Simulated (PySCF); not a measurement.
Copper: a sound run and one with changed settings

Sound run: Cu⁺ [Ar] 3d10, Cu²⁺ [Ar] 3d9. Calculation: PySCF 2.14, in def2-TZVP; no relativity, point nucleus. The sound run starts from symmetry-adapted Hartree-Fock orbitals and uses a fine grid where one is needed.

A second run was set up differently.

```
species  method  sound run (hartree)  changed run (hartree)  converged
    Cu⁺     UHF          -1638.68636            -1638.68636        yes
    Cu⁺    TPSS          -1640.22599            -1640.22599        yes
    Cu⁺     PBE          -1639.94461            -1639.94461        yes
   Cu²⁺     UHF          -1638.04586            -1638.04586        yes
   Cu²⁺    TPSS          -1639.46404            -1639.50418        yes
   Cu²⁺     PBE          -1639.16797            -1639.19630        yes
```

Ionisation energy of Cu⁺:

```json
{"method": "UHF", "sound run (eV)": "17.429", "changed run (eV)": "17.429"}
{"method": "TPSS", "sound run (eV)": "20.734", "changed run (eV)": "19.642"}
{"method": "PBE", "sound run (eV)": "21.133", "changed run (eV)": "20.362"}
```

(1) What was changed?
A. minimal basis
B. angular grid far too coarse
C. a valence shell is frozen
D. too few SCF iterations

Results:

(1) B. It used 14 angular points. A coarse angular grid integrates products of high-l functions wrongly, so density functionals can shift, and the SCF can exploit the error; Hartree-Fock and MP2 need no grid.
